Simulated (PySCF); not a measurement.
C2H6GeO2.

```xyz
11

Ge    -0.0335     1.3008     0.0000
O     -0.7507    -0.4016     0.0000
C      0.1510    -1.3893     0.0000
C     -0.4803    -2.7586     0.0000
O      1.3443    -1.1747     0.0000
H      0.7837     1.4970    -1.2832
H     -1.3165     2.1467     0.0000
H      0.7837     1.4970     1.2832
H      0.2981    -3.5305     0.0000
H     -1.1254    -2.8682    -0.8852
H     -1.1254    -2.8682     0.8852
```

Geometry: B3LYP-D3(BJ)/def2-SVP.

Method: KT2/pcSseg-1 (PySCF). Non-relativistic, no solvent.

Computed absolute GIAO shielding of each atom: isotropic value and principal components (ppm):
```tsv
atom	σ(iso)	σ11	σ22	σ33	span
Ge1	1437.7	1328.4	1364.3	1620.3	292.0
O2	115.0	-24.1	139.7	229.4	253.5
C3	15.3	-68.2	41.8	72.4	140.6
C4	162.4	141.9	153.9	191.5	49.6
O5	-107.9	-307.5	-208.2	192.0	499.5
H6	25.9	19.8	22.0	36.0	16.2
H7	26.4	20.6	22.3	36.5	15.9
H8	25.9	19.8	22.0	36.0	16.2
H9	29.4	25.3	28.0	35.1	9.7
H10	29.0	25.3	28.1	33.5	8.2
H11	29.0	25.3	28.1	33.5	8.2
```
